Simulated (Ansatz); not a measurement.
System: sum formula TaO4H4, charge 0, multiplicity 2. The spin state was set by rule; other spins were not relaxed. SMILES: [OH][Ta]([OH])([OH])[OH]
Coordinates optimised at B3LYP-D3(BJ)/def2-TZVP (Ansatz, a quantum-chemistry and plane-wave program):
```
Ta
O 1 1.9222
H 2 0.9578 1 133.65
O 1 1.9222 2 93.89 3 142.97
H 4 0.9578 1 133.65 2 142.97
O 1 1.9222 2 141.25 3 33.79
H 6 0.9578 1 133.65 2 33.79
O 1 1.9222 2 98.76 3 -73.77
H 8 0.9578 1 133.65 2 -73.77
```
Charge 0, spin multiplicity 2.

Parts of the frozen-core correlation energy in def2-TZVPP (Ansatz, hartree). Frozen orbitals: 8; correlated occupied orbitals by spin: 17 and 16; virtual: 211 and 212. UHF or UKS for open shells. Spin-orbit coupling is left out. In def2 rows, elements after Kr have scalar-relativistic effective core potentials.

| term | value |
|---|---|
| reference (HF) | -358.52341 |
| MP2 opposite-spin | -0.82985 |
| MP2 same-spin | -0.29982 |
| CCSD correlation | -1.12745 |
| (T) | -0.04642 |
| T1 diagnostic | 0.020 |
| largest doubles amplitude | 0.020 |
| <S^2> of the reference | 0.753 |
